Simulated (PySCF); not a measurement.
Ni⁻ (nickel, charge -1): UHF calculation

Configuration: [Ar] 3d9 4s2, 2D determinant. All numbers are calculated (PySCF 2.14, no relativity, point nucleus, in def2-QZVPPD (11s6p5d4f2g, 100 functions)).

- Total energy: -1506.821137 hartree
- One-electron energy: -2105.3620 hartree
- Hartree (Coulomb) energy: 660.4897 hartree
- Exchange energy: -61.9488 hartree
- Kinetic energy: 1506.81331 hartree
- ⟨S²⟩: 0.7549
- ⟨L²⟩: 6.025
- Sum of ⟨r⟩: 26.06 bohr
- Sum of ⟨r²⟩: 61.67 bohr²
- Traceless quadrupole moment −½Σ⟨3z² − r²⟩ along its main axis: -0.219 e·bohr²
- Density at the nucleus (Gaussians lack the cusp): 14800 bohr⁻³
- Spin density at the nucleus: -0.0940 bohr⁻³
- Langevin diamagnetic susceptibility: -48.8 ×10⁻⁶ cm³/mol

| shell | electrons | mean orbital energy (hartree) | spread (hartree) | rms radius, mean of both spins (bohr) |
| --- | --- | --- | --- | --- |
| 1s α | 1 | -305.18088 | 0 | 0.0635 |
| 1s β | 1 | -305.18013 | 0 | 0.0635 |
| 2s α | 1 | -37.47442 | 0 | 0.268 |
| 2s β | 1 | -37.43709 | 0 | 0.268 |
| 2p α | 3 | -32.50215 | 0.03582 | 0.239 |
| 2p β | 3 | -32.46554 | 0.00177 | 0.239 |
| 3s α | 1 | -4.48765 | 0 | 0.809 |
| 3s β | 1 | -4.38803 | 0 | 0.809 |
| 3p α | 3 | -2.90234 | 0.07711 | 0.861 |
| 3p β | 3 | -2.78304 | 0.05438 | 0.861 |
| 3d α | 5 | -0.26650 | 0.09539 | 1.24 |
| 3d β | 4 | -0.20640 | 0.07624 | 1.24 |
| 4s α | 1 | -0.01038 | 0 | 4.56 |
| 4s β | 1 | -0.00432 | 0 | 4.56 |

The outer electron is barely bound at this level, so radii and moments hang on the diffuse functions.

Spin-orbit constants ζ (cm⁻¹) from the X2C one-electron operator on these orbitals (non-relativistic here): bare nucleus, nucleus screened by l(l+1)(2l+1)/3 electrons, and screened by the Breit-Pauli mean field of the electrons.

```csv
shell,bare,screened nucleus,mean field
2p,94040,87330,n/a
3p,11350,10540,n/a
3d,1083,695.9,n/a
```

To first order the Landé constant is A = -695.9 cm⁻¹, so the lowest level has J = 5/2 and lies 0.0863 eV below the centre of the term.
